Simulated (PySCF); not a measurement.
PySCF 2.14 output of an unrestricted M06-2X calculation on a single atom or ion in Sapporo-DKH3-DZP-2012 (6s4p3d1f, 40 functions), with the spin-free X2C one-electron Hamiltonian (Gaussian nucleus):

```
SCF conv_tol = 1e-09
number electrons alpha = 15  beta = 11
    Y. Zhao and D. G. Truhlar.,  Theor. Chem. Acc. 120, 215 (2008)
    Y. Zhao and D. G. Truhlar.,  Theor. Chem. Acc. 120, 215 (2008)
cycle= 1 E= -1272.60420753695  delta_E= -0.00565  |g|= 0.037  |ddm|= 0.207
cycle= 2 E= -1272.60438107958  delta_E= -0.000174  |g|= 0.0361  |ddm|= 0.0737
cycle= 3 E= -1272.60466492394  delta_E= -0.000284  |g|= 0.00346  |ddm|= 0.0224
cycle= 4 E= -1272.6046986909  delta_E= -3.38e-05  |g|= 0.00134  |ddm|= 0.0174
cycle= 5 E= -1272.60471475494  delta_E= -1.61e-05  |g|= 0.000772  |ddm|= 0.0107
cycle= 6 E= -1272.60472077569  delta_E= -6.02e-06  |g|= 0.00019  |ddm|= 0.00996
cycle= 7 E= -1272.60472097956  delta_E= -2.04e-07  |g|= 2.36e-05  |ddm|= 0.00217
cycle= 8 E= -1272.60472098015  delta_E= -5.92e-10  |g|= 5.27e-06  |ddm|= 6.97e-05
converged SCF energy = -1272.60472098015  <S^2> = 6.0065718  2S+1 = 5.002628
```

The run itself started from symmetry-adapted Hartree-Fock orbitals and held the occupation by maximum overlap, on a logarithmic radial grid, so the iterations belong to that start.

Task: Which element, charge and spin multiplicity is this?

Result: Fe (iron, neutral), multiplicity 5; the state was [Ar] 3d6 4s2, high-spin 5D determinant.
